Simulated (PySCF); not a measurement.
Argon: a sound run and one with changed settings

Sound run: Ar⁺ [Ne] 3s2 3p5, Ar²⁺ [Ne] 3s2 3p4. Calculation: PySCF 2.14, in aug-cc-pV(D+d)Z (5s4p3d, 32 functions); no relativity, point nucleus. In the sound run the correlated levels freeze [Ne]. The sound run starts from symmetry-adapted Hartree-Fock orbitals and uses a fine grid where one is needed.

Changed run: all electrons correlated in a basis built for the valence shell.

| species | method | sound run (hartree) | changed run (hartree) | converged |
| --- | --- | --- | --- | --- |
| Ar⁺ | MP2 | -526.38484 | -526.44691 | yes |
| Ar⁺ | CCSD(T) | -526.40695 | -526.46627 | yes |
| Ar²⁺ | MP2 | -525.38741 | -525.44893 | yes |
| Ar²⁺ | CCSD(T) | -525.41144 | -525.47045 | yes |

Ionisation energy of Ar⁺:

```csv
method,sound run (eV),changed run (eV)
UHF,26.397,26.397
MP2,27.141,27.157
SCS-MP2,27.109,27.122
CCSD,27.074,27.081
CCSD(T),27.089,27.098
```

A valence basis has no tight correlating functions, so it recovers only part of the core correlation, and not evenly between atom and ion.

For comparison, NIST gives 27.630 eV between the lowest levels.
